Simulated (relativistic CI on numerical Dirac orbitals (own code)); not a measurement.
A reference radial Dirac CI calculation of Sb I gave the lowest total energy -6472.66489 Ha in 59 SCF steps, from this input:

```
atom Sb  Z=51  charge=0  electrons=51
nucleus A=121  rms_radius_fm=4.6802
hamiltonian dirac-coulomb  breit=on  qed=on  c_scale=1
orbitals kli  potential=per-configuration
slater_scale 1
correlation none
mixing on
grid step=0.0125 r_max=259.4
scf mixing=0.4 start=green max_iterations=150 tolerance=2e-08 node_fill=0.05
configurations
  [Kr] 4d10 5s2 5p3
  [Kr] 4d10 5s2 5p2 5d
  [Kr] 4d10 5s 5p4
  [Kr] 4d10 5s2 5p2 6s
  [Kr] 4d10 5s2 5p2 6p
end
```

One setting was then changed, and the output read:

```
SCF 1: [Kr] 4d10 5s2 5p3
 iter      energy (Ha)   residual   last orbital (Ha)
    1     -6477.993000   8.84e-01     -0.27048
    2     -6480.110071   3.76e-01     -0.24586
    3     -6480.444444   1.51e-01     -0.26715
    4     -6480.493945   1.97e-02     -0.28452
    5     -6480.494583   1.85e-03     -0.28413
    6     -6480.494676   3.25e-04     -0.28517
    7     -6480.494641   5.30e-05     -0.28534
    8     -6480.494654   5.32e-06     -0.28532
    9     -6480.494654   1.54e-06     -0.28532
   10     -6480.494654   3.79e-08     -0.28532
   11     -6480.494654   1.38e-08     -0.28532
SCF 2: [Kr] 4d10 5s2 5p2 5d
 iter      energy (Ha)   residual   last orbital (Ha)
    1     -6477.846068   8.68e-01     -0.05902
    2     -6479.884224   3.77e-01     -0.05917
    3     -6480.231888   1.38e-01     -0.06056
    4     -6480.272194   2.73e-02     -0.06036
    5     -6480.273187   3.09e-03     -0.05955
    6     -6480.273247   3.56e-04     -0.05948
    7     -6480.273218   1.61e-04     -0.05944
    8     -6480.273240   2.93e-05     -0.05942
    9     -6480.273246   6.62e-06     -0.05941
   10     -6480.273246   7.85e-07     -0.05941
   11     -6480.273246   2.30e-08     -0.05941
   12     -6480.273246   1.30e-08     -0.05941
SCF 3: [Kr] 4d10 5s 5p4
 iter      energy (Ha)   residual   last orbital (Ha)
    1     -6477.730477   8.76e-01     -0.27048
    2     -6479.790356   3.76e-01     -0.25056
    3     -6480.129616   1.49e-01     -0.27433
    4     -6480.176864   2.26e-02     -0.28954
    5     -6480.177735   2.06e-03     -0.28828
    6     -6480.177743   3.29e-04     -0.28892
    7     -6480.177741   6.83e-05     -0.28925
    8     -6480.177752   4.02e-06     -0.28918
    9     -6480.177752   2.32e-06     -0.28918
   10     -6480.177752   3.57e-08     -0.28918
   11     -6480.177752   5.77e-08     -0.28918
   12     -6480.177752   4.28e-10     -0.28918
SCF 4: [Kr] 4d10 5s2 5p2 6s
 iter      energy (Ha)   residual   last orbital (Ha)
    1     -6477.889933   8.70e-01     -0.11079
    2     -6479.932191   3.77e-01     -0.10734
    3     -6480.278393   1.40e-01     -0.10847
    4     -6480.320670   2.36e-02     -0.10852
    5     -6480.321295   2.10e-03     -0.10747
    6     -6480.321375   2.82e-04     -0.10738
    7     -6480.321361   6.15e-05     -0.10737
    8     -6480.321377   5.68e-06     -0.10735
    9     -6480.321378   8.68e-06     -0.10734
   10     -6480.321379   5.25e-07     -0.10734
   11     -6480.321379   2.33e-08     -0.10734
   12     -6480.321379   4.75e-09     -0.10734
SCF 5: [Kr] 4d10 5s2 5p2 6p
 iter      energy (Ha)   residual   last orbital (Ha)
    1     -6477.854776   8.69e-01     -0.07372
    2     -6479.896295   3.77e-01     -0.07130
    3     -6480.243375   1.40e-01     -0.07144
    4     -6480.286342   2.22e-02     -0.07167
    5     -6480.286831   1.95e-03     -0.07159
    6     -6480.286909   3.00e-04     -0.07163
    7     -6480.286906   5.06e-05     -0.07165
    8     -6480.286918   8.96e-06     -0.07166
    9     -6480.286917   9.65e-06     -0.07166
   10     -6480.286917   3.66e-07     -0.07166
   11     -6480.286917   5.92e-08     -0.07166
   12     -6480.286917   5.26e-09     -0.07166
orbital energies (Ha): 4s -5.5711  4p1/2 -4.0634  4p3/2 -3.7531  4d3/2 -1.3715  4d5/2 -1.3266  5s -0.5792  5p1/2 -0.3064  5p3/2 -0.2853
configuration averages (Ha): Dirac-Coulomb, Breit, QED
  5s2 5p3                      -6480.494654    4.733264    0.000000
  5s2 5p2 5d                   -6480.273246    4.733056    0.000000
  5s 5p4                       -6480.177752    4.733216    0.000000
  5s2 5p2 6s                   -6480.321379    4.733100    0.000000
  5s2 5p2 6p                   -6480.286917    4.733097    0.000000
levels: no., configuration, term, J, E (cm-1), weight
   1 5s2 5p3                4S*  3/2              0.0  0.97
   2 5s2 5p3                2D*  3/2          12031.5  0.89
   3 5s2 5p3                2D*  5/2          13230.1  1.00
   4 5s2 5p3                2P*  1/2          21411.7  1.00
   5 5s2 5p3                2P*  3/2          23293.3  0.88
   6 5s2 5p2 6s             4P   1/2          41540.6  0.86
   7 5s2 5p2 6s             4P   3/2          43998.1  0.93
   8 5s2 5p2 6s             2P   1/2          45656.9  0.84
   9 5s2 5p2 6s             4P   5/2          46632.4  0.88
  10 5s2 5p2 6s             2P   3/2          48278.1  0.69
  11 5s2 5p2 6p             4D*  1/2          48809.2  0.58
  12 5s2 5p2 6p             4D*  3/2          49593.0  0.47
  13 5s2 5p2 5d             4P   5/2          50553.7  0.51
  14 5s2 5p2 6p             2S*  1/2          51114.9  0.51
lowest total energy -6475.821832 Ha
end: converged
```

**Question.** Which setting was changed?
A. QED terms
B. SCF tolerance
C. charge
D. SCF mixing

**Answer.** A. The QED terms off.
